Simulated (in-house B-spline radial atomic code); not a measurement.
# Eu X (Eu9+): [Ar] (3d3/2)3 (3d5/2)6 4s2 4p6 4d10 4f5 5s2 5p2 (with a hole in an inner shell)

Level of theory: Dirac-Hartree-Fock, average of the jj configuration, Fermi nucleus of rms radius 5.1115 fm; calculated with a B-spline radial code for spherical atoms.

Screening seen three ways: the hydrogenic charge with the same mean radius, Z_r = [3n² - l(l+1)]/(2<r>), the one with the same energy, Z_e = n√(-2ε), and Slater's rules. Values are occupation-weighted means over j. An effective charge above Z reflects the relativistic contraction of the inner shells.

```json
{"shell": "1s", "electrons": "2", "ε (eV)": "-49020", "<r> (bohr)": "0.02232", "Z_r": "67.22", "Z_e": "60.02", "Slater": "62.70"}
{"shell": "2s", "electrons": "2", "ε (eV)": "-8344.4", "<r> (bohr)": "0.09445", "Z_r": "63.53", "Z_e": "49.53", "Slater": "58.85"}
{"shell": "2p", "electrons": "6", "ε (eV)": "-7474.9", "<r> (bohr)": "0.08356", "Z_r": "59.84", "Z_e": "46.88", "Slater": "58.85"}
{"shell": "3s", "electrons": "2", "ε (eV)": "-2028.6", "<r> (bohr)": "0.247", "Z_r": "54.65", "Z_e": "36.63", "Slater": "51.75"}
{"shell": "3p", "electrons": "6", "ε (eV)": "-1748.8", "<r> (bohr)": "0.2452", "Z_r": "50.97", "Z_e": "34.01", "Slater": "51.75"}
{"shell": "3d", "electrons": "9", "ε (eV)": "-1369.3", "<r> (bohr)": "0.2243", "Z_r": "46.81", "Z_e": "30.10", "Slater": "42.20"}
{"shell": "4s", "electrons": "2", "ε (eV)": "-549.55", "<r> (bohr)": "0.5565", "Z_r": "43.12", "Z_e": "25.42", "Slater": "36.10"}
{"shell": "4p", "electrons": "6", "ε (eV)": "-452.67", "<r> (bohr)": "0.586", "Z_r": "39.25", "Z_e": "23.07", "Slater": "36.10"}
{"shell": "4d", "electrons": "10", "ε (eV)": "-312.3", "<r> (bohr)": "0.628", "Z_r": "33.44", "Z_e": "19.16", "Slater": "24.85"}
{"shell": "5s", "electrons": "2", "ε (eV)": "-180.47", "<r> (bohr)": "1.225", "Z_r": "30.62", "Z_e": "18.21", "Slater": "15.40"}
{"shell": "4f", "electrons": "5", "ε (eV)": "-165.32", "<r> (bohr)": "0.7107", "Z_r": "25.33", "Z_e": "13.94", "Slater": "16.60"}
{"shell": "5p", "electrons": "2", "ε (eV)": "-153.81", "<r> (bohr)": "1.335", "Z_r": "27.35", "Z_e": "16.81", "Slater": "15.40"}
```

The least bound orbital is 5p3/2 at -151.7 eV, and it is also the most diffuse (<r> = 1.351 bohr). The part-filled 3d shell lies below the filled 5s shell in orbital energy.

For the 1s electron the small component carries 5.5 % of the norm, the zero-frequency Breit interaction raises the level by 143.4 eV, self-energy by 85.42 eV, and vacuum polarisation lowers it by 13.72 eV.
